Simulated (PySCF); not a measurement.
This PySCF input asks for the NMR shieldings of `C(C[C@@H](C)B(Cl)Cl)#N`, C4H6BCl2N; the geometry comes from GFN2-xTB.

```python
import basis_set_exchange as bse
import numpy as np
from pyscf import gto, dft
from pyscf.prop import nmr

atoms = """
C    -0.728410   -1.491327   -0.160591
C    -0.193953   -0.062709   -0.375579
C     1.235658    0.032265    0.196249
C     1.815768    1.322599   -0.073815
N     2.263923    2.347649   -0.307598
B    -1.207472    1.009291    0.256306
Cl   -2.689337    1.341612   -0.542184
Cl   -0.878683    1.787409    1.746760
H    -1.722078   -1.590572   -0.588883
H    -0.785397   -1.722172    0.900653
H    -0.072332   -2.215486   -0.638379
H    -0.131977    0.095477   -1.458821
H     1.872474   -0.734139   -0.254929
H     1.221138   -0.120368    1.278644
"""
names = dict.fromkeys(["C", "N", "B", "Cl", "H"], "pcSseg-1")
basis = {el: gto.basis.parse(bse.get_basis(n, elements=[el], fmt="nwchem")) for el, n in names.items()}
mol = gto.M(atom=atoms, basis=basis, charge=0, verbose=0)
mf = dft.RKS(mol, xc="PBE0")
mf.grids.level = 2
mf.grids.alignment = dft.numint.BLKSIZE   # the property module wants whole blocks of grid points
mf.conv_tol = 1e-9
mf.kernel()

calc = nmr.RKS(mf)   # GIAO
C = mf.mo_coeff
Co = C[:, mf.mo_occ > 0]
resp = mf.gen_response(singlet=True, hermi=2)
def vind(x):   # induced exchange potential for any number of trial vectors
    d = np.einsum("pi,xij,qj->xpq", C, 2 * x.reshape(-1, C.shape[1], Co.shape[1]), Co, optimize=True)
    return np.einsum("xpq,pi,qj->xij", resp(d - d.transpose(0, 2, 1)), C, Co, optimize=True).ravel()
mo1, _ = nmr.rhf.solve_mo1(calc, with_cphf=vind)
sigma = calc.kernel(mo1)
for i, s in enumerate(sigma):   # ppm
    print("%2d %-2s %9.2f" % (i, mol.atom_pure_symbol(i), np.trace(s) / 3))
```

**Question.** What does it print?

**Answer.** 
```
 0 C     167.15
 1 C     149.75
 2 C     164.38
 3 C      62.43
 4 N     -32.54
 5 B      36.71
 6 Cl    668.44
 7 Cl    673.32
 8 H      30.26
 9 H      30.95
10 H      30.54
11 H      29.70
12 H      29.62
13 H      29.30
```

These numbers come from an equivalent density-fitted implementation of the same equations, which agrees with the script to about 0.01 ppm for H and up to a few tenths of a ppm for heavy atoms, so last digits may differ.

Size and cost of the density-fitted run: 180 basis functions, 53 s wall time on 1 thread of an Arm Neoverse N1, shared host; peak memory 0.81 GiB.
